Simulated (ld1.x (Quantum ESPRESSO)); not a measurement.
# Logarithmic derivatives: Rh, TM

ld1.x (Quantum ESPRESSO) 7.5 input, shortened:

```
&input
   title='Rh', zed=45., rel=1, dft='PZ', iswitch=3,
   config='[Kr] 4d8 5s1 5p0'
 /
 &inputp
   pseudotype=2, tm=.true., lloc=2,
   nlcc=.false.
 /
3
4S  1  0   2.00   0.00  1.75  1.75  0.0
4P  2  1   6.00   0.00  1.45  1.45  0.0
4D  3  2   8.00   0.00  1.35  1.35  0.0
 &test
   configts(1)='4s2 4p6 4d8 5s1 5p0'
 /
```

Occupied shells without a wave of their own: 5s. They enter only through the test configuration that unscreens the potential.

The phase is arctan(r·u′/u) with u = r·R(r), unwrapped; energies in Ry, scanned from -8 to 5 Ry. A pole is an energy at which the radial function vanishes at the test radius. The pseudo phase is shifted by a multiple of π to meet the all-electron one at the reference energy, and phase errors are pseudo minus all-electron; the curves can meet again beyond the range given. Levels narrower than the energy grid can be missing from the lists of poles.

**Question.** For each channel, where are the poles, and over which energies does the pseudopotential scatter like the atom?

**Answer.**

```json
{"channel": "s", "radius (bohr)": "1.89", "reference energy (Ry)": "-6.07", "poles, all-electron": "-5.78", "poles, pseudo": "-5.78, 3.45", "unbroken range about the reference energy with phases within 0.05 rad": "below -1.4", "phase error 1 Ry above the reference energy (rad)": "-0.002"}
{"channel": "p", "radius (bohr)": "1.89", "reference energy (Ry)": "-3.71", "poles, all-electron": "-3.19", "poles, pseudo": "-3.19", "unbroken range about the reference energy with phases within 0.05 rad": "below 2.2", "phase error 1 Ry above the reference energy (rad)": "-0.000"}
{"channel": "d", "radius (bohr)": "1.89", "reference energy (Ry)": "-0.45", "poles, all-electron": "0.92", "poles, pseudo": "0.92", "unbroken range about the reference energy with phases within 0.05 rad": "the whole range", "phase error 1 Ry above the reference energy (rad)": "-0.000"}
```

The potential misses its own reference levels by up to 1.0 eV.

Phases in the d channel:

```csv
E (Ry),all-electron,pseudo
-8.00,1.378,1.378
-7.52,1.372,1.372
-7.04,1.364,1.364
-6.56,1.356,1.356
-6.08,1.346,1.346
-5.60,1.335,1.335
-5.12,1.322,1.322
-4.64,1.306,1.306
-4.16,1.287,1.287
-3.68,1.262,1.262
-3.20,1.229,1.229
-2.72,1.183,1.183
-2.24,1.110,1.110
-1.76,0.980,0.979
-1.28,0.681,0.681
-0.80,-0.145,-0.145
-0.32,-1.038,-1.038
0.16,-1.371,-1.371
0.64,-1.517,-1.517
1.12,-1.601,-1.602
1.60,-1.661,-1.662
2.08,-1.711,-1.712
2.56,-1.757,-1.758
3.04,-1.805,-1.806
3.52,-1.859,-1.861
4.00,-1.927,-1.930
4.48,-2.019,-2.025
4.96,-2.156,-2.167
```
